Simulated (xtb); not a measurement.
C2H12OSi3, SMILES C[C@@H]([SiH3])O[SiH2][SiH3]. All values are semi-empirical tight-binding results from xtb (GFN2-xTB unless named), good for trends rather than for accurate numbers. The structure is a stationary point at GFN2-xTB. The structure was generated by enumeration; whether it is a known compound was not checked. One conformer was computed; it need not be the lowest.

Optimised geometry:

```xyz
18

C     -1.1665    -1.8170     0.0353
C     -1.0039    -0.3583    -0.3634
Si    -2.6482     0.5972    -0.5601
O     -0.3262     0.3747     0.6399
Si     1.2157     0.2559     1.1380
Si     2.6544     0.1180    -0.6583
H     -1.6875    -1.8857     0.9876
H     -0.1937    -2.2968     0.1412
H     -1.7408    -2.3473    -0.7203
H     -0.4009    -0.3174    -1.2831
H     -3.4483    -0.0339    -1.6141
H     -3.3523     0.5430     0.7193
H     -2.3220     1.9767    -0.9134
H      1.2623     1.4776     1.9376
H      1.3679    -0.8992     2.0432
H      2.7517    -1.2360    -1.2266
H      2.2670     0.9672    -1.7942
H      4.0206     0.5097    -0.3026
```

```
Quantity                                       Result
--------------------------------------  -------------
orbital gap                                   4.31 eV
dipole moment                                  0.96 D
zero-point energy                       77.1 kcal/mol
G − E(el) at 298.15 K (modified RRHO)   53.7 kcal/mol
static polarisability (D4 model)          117.3 bohr³
solvation energy, GFN2-xTB/ALPB(water)  -0.1 kcal/mol
solvation energy, GFN2-xTB/ALPB(dmf)    -5.8 kcal/mol
```

### Question
Give the atomic charges and the Wiberg bond orders between heavy atoms. (An estimate is asked for; the answer gives what the named calculation found.)

### Answer
charges (e) C1 -0.11, C2 0.02, Si3 0.45, O4 -0.41, Si5 0.44, Si6 0.37, H7 0.04, H8 0.03, H9 0.03, H10 -0.01, H11 -0.09, H12 -0.08, H13 -0.08, H14 -0.11, H15 -0.12, H16 -0.12, H17 -0.12, H18 -0.13. Bond orders C1–C2 1.02, C2–Si3 0.84, C2–O4 0.97, O4–Si5 1.16, Si5–Si6 0.83.
